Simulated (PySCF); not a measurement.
C₆H₁₃P.
Atom-mapped SMILES: `[CH3:1][CH:2]([CH3:3])[C@@H:4]1[PH:5][C@@H:6]1[CH3:7]` (hydrogens: H8, H9, H10 on C1; H11 on C2; H12, H13, H14 on C3; H15 on C4; H16 on P5; H17 on C6; H18, H19, H20 on C7)

Geometry (GFN2-xTB, Å), atoms numbered from 1 in this order:
```
atom  x, y, z in Å
C1    -1.312    1.309    0.246
C2    -0.832   -0.131    0.064
C3    -2.001   -1.049   -0.285
C4     0.217   -0.190   -1.025
P5     1.316   -1.676   -1.221
C6     1.675    0.096   -0.784
C7     2.222    0.477    0.567
H8    -1.779    1.672   -0.667
H9    -0.480    1.965    0.491
H10   -2.042    1.363    1.051
H11   -0.395   -0.474    1.007
H12   -2.478   -0.724   -1.208
H13   -1.648   -2.069   -0.423
H14   -2.745   -1.041    0.509
H15   -0.157    0.183   -1.977
H16    1.173   -2.081    0.113
H17    2.159    0.638   -1.595
H18    2.018    1.529    0.770
H19    1.782   -0.117    1.365
H20    3.301    0.331    0.590
```

The calculation used PySCF 2.14.0, density-fitted response routines, TDDFT PBE0/def2-SVPD, vertical, gas phase, core orbitals frozen in the response.

Ground-to-excited transition dipoles (e·a0, same axes as the geometry; the sign carries no meaning), for the states with f of 0.002 or more among the lowest 7:

```tsv
state	E (hartree)	μx	μy	μz
S1	0.2319	-0.544	-0.028	-0.037
S2	0.2434	-0.068	0.364	0.369
S3	0.2477	-0.211	0.036	0.084
S4	0.2516	-0.019	-0.203	0.042
S5	0.2593	0.092	0.305	-0.242
S6	0.2610	-0.090	-0.261	-0.188
S7	0.2672	-0.012	0.484	0.087
```

Task: What oscillator strength does each state have?

Result: f = (2/3) ΔE |μ|² with ΔE in hartree (27.2114 eV).

```
state  |μ|² (au)  |μ| (D)      f
   S1      0.298     1.39  0.046
   S2      0.273     1.33  0.044
   S3      0.053     0.59  0.009
   S4      0.043     0.53  0.007
   S5      0.160     1.02  0.028
   S6      0.111     0.85  0.019
   S7      0.242     1.25  0.043
```

Task: Which bond between heavy atoms lies closest to the direction of the S1 transition dipole?

Result: C4–C6, at 10° from it; next C2–C3 at 36°.

Task: What angle do the transition dipoles of S5 and S7 make?

Result: |cos θ| = |μa·μb| / (|μa| |μb|) = 0.64, so θ ≈ 50° (taken between 0 and 90°, since the signs are arbitrary).

The run took about 2.4 min of CPU time (grids of density and orbitals included) (one thread, shared machine).

One conformer stands for the species.

Without π bonds the low states may be Rydberg-like; a valence basis with one diffuse set may place them up to an eV too high.
